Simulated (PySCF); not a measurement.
Computed data (PySCF): PBE0/pcSseg-1 with gauge-including orbitals, coordinates at the GFN2-xTB level. Equivalent nuclei averaged, no solvent model, one computed conformer, non-relativistic Hamiltonian.

Chemical shifts δ = σref − σ; TMS for ¹H (σ = 31.72 ppm), ¹³C (σ = 186.93 ppm), all at this level. Shifts are as computed. Against solution values, carbons near 30 ppm lie about +3 ppm off and those near 130 ppm about +5 ppm. Of 1211 compounds with measured shifts, 218 miss one by over three times the rms of a fit or turn the order of signals round; such compounds aren't used in these exercises. OH and NH positions are gas-phase values without hydrogen bonding to other molecules.

(1) Order these molecules by the shift of their most shielded carbon, lowest δ first.
A. C=CCc1ccoc1
B. C=CC1C=COC=C1
C. C/C=C/[Si@@H](NC)OC(C)=O

(2) Order these molecules by the shift of their most deshielded carbon-bound hydrogen, lowest δ first.
A. C/C=C/[Si@@H](NC)OC(C)=O
B. C=CCc1ccoc1
C. C#CCC1CC(=O)C1

(3) How many ¹³C and ¹H signals does each give (equivalence by symmetry and fast rotation, but not about amide C–N or C=N bonds)? `C=CC1C=COC=C1`, `C/C=C/[Si@@H](NC)OC(C)=O`, `C=CCc1ccoc1`, `C#CCC1CC(=O)C1`

## Answers

(1) C (24.8 ppm, methyl carbon α to a carbonyl), A (36.0 ppm, sp3 CH2 on an aromatic ring), B (42.3 ppm, allylic sp3 CH).

(2) C (3.29 ppm, hydrogen on an sp3 CH2 α to a carbonyl), A (6.64 ppm, hydrogen on an alkene CH), B (7.48 ppm, hydrogen on an aromatic CH next to the ring oxygen).

(3) C=CC1C=COC=C1: 5 C, 6 H; C/C=C/[Si@@H](NC)OC(C)=O: 6 C, 7 H; C=CCc1ccoc1: 7 C, 7 H; C#CCC1CC(=O)C1: 6 C, 5 H.
